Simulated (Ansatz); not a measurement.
Cost and result for the atomization energy of H6OSSiSn, SMILES `O[SiH](S)[SnH3]` (10 atoms, 9 bonds).

Z-matrix (Å, degrees):
```
Si
S 1 2.126
Sn 1 2.571 2 110.5
O 1 1.650 2 109.1 3 -122.5
H 1 1.488 2 102.9 3 119.0
H 2 1.344 1 95.1 3 50.7
H 3 1.709 1 109.7 2 -43.2
H 3 1.713 1 111.5 2 -162.3
H 3 1.706 1 111.4 2 76.8
H 4 0.959 1 117.5 2 164.6
```

The species carries charge 0 and has multiplicity 1. Correlated methods include outer-core shells of Sn, which these sets cover unevenly. Sn: def2 effective core potential. All single points use the PBE0-D4/def2-TZVP geometry. It is one conformer, not always the lowest. Program: Ansatz. All runs use 4 threads of an AMD EPYC 9R45 on a shared host. Times are those of one run each, without the atoms' runs, and a repeat can differ threefold. Electronic energies, without spin–orbit coupling; frozen cores. CCSD(T)/CBS adds CCSD(T) − MP2 in def2-TZVPP to the MP2 limit, and its time is that of the two runs behind it. T1 = 0.013. With those shells the extrapolation isn't a true limit.

CCSD(T)/CBS is a level of theory with its own doubt, some kJ/mol a heavy atom from the limit and from the frozen cores, so smaller differences don't rank the functionals.

```csv
level,functions,wall time
LDA (SPW92)/def2-TZVPP,249,0.7 s
BLYP-D4/def2-TZVPP,249,1 s
PBE-D4/def2-TZVPP (with forces),249,1.3 s
BHLYP-D4/def2-TZVPP,249,1.6 s
CAM-B3LYP-D4/def2-TZVPP,249,1.9 s
r2SCAN-D4/def2-TZVPP (with forces),249,2.1 s
CCSD(T)/def2-SVP,106,2.6 s
B97M-V/def2-TZVPP,249,3.4 s
ωB97X-V/def2-TZVPP,249,3.6 s
ωB97M-V/def2-TZVPP (with forces),249,5 s
MP2/def2-QZVPP,459,8.5 s
CCSD(T)/def2-TZVPP,249,62 s
CCSD(T)/CBS(def2),–,71 s
```

Problem. What atomization energy does each give, and how far from CCSD(T)/CBS? (Estimate.)

Solution. Ansatz gave: 
```
                             level  atomization (kJ/mol)  difference from CCSD(T)/CBS  per bond
            LDA (SPW92)/def2-TZVPP                3330.7                        382.5      42.5
                BLYP-D4/def2-TZVPP                2884.0                        -64.2      -7.1
   PBE-D4/def2-TZVPP (with forces)                2919.2                        -29.0      -3.2
               BHLYP-D4/def2-TZVPP                2839.3                       -108.9     -12.1
           CAM-B3LYP-D4/def2-TZVPP                2919.7                        -28.5      -3.2
r2SCAN-D4/def2-TZVPP (with forces)                2924.3                        -23.9      -2.7
                  CCSD(T)/def2-SVP                2664.0                       -284.2     -31.6
                 B97M-V/def2-TZVPP                2968.0                         19.8       2.2
                ωB97X-V/def2-TZVPP                2952.6                          4.4       0.5
  ωB97M-V/def2-TZVPP (with forces)                2931.6                        -16.6      -1.8
                    MP2/def2-QZVPP                2904.7                        -43.5      -4.8
                CCSD(T)/def2-TZVPP                2853.7                        -94.5     -10.5
                 CCSD(T)/CBS(def2)                2948.2                          0.0       0.0
```

From PBE to PBE0 (25 % exact exchange), in def2-TZVPP and without D4, the atomization energy moves by −32.4 kJ/mol: exact exchange takes away binding that semilocal exchange gives to molecules. Leaving LDA and LC-ωPBE aside and taking each functional with its dispersion term where it has one, the values spread over 128.7 kJ/mol, from BHLYP-D4 to B97M-V. LDA lies +436.7 kJ/mol from PBE without D4, its usual overbinding. The D4 term adds +41.2 kJ/mol with B3LYP and +21.7 kJ/mol with PBE0; it sums over pairs of atoms, weighted by their polarisabilities, and B3LYP, whose exchange is more repulsive, gets the larger term.

B3LYP here is the variant with VWN-RPA as its local correlation; programs differ in this.

Spin–orbit coupling would lower the free Sn atoms strongly, and the atomization energy with them, by more than many differences here. For some Ge, Se and Sn compounds the MP2-based and the directly extrapolated limit differ by 10 to 25 kJ/mol.
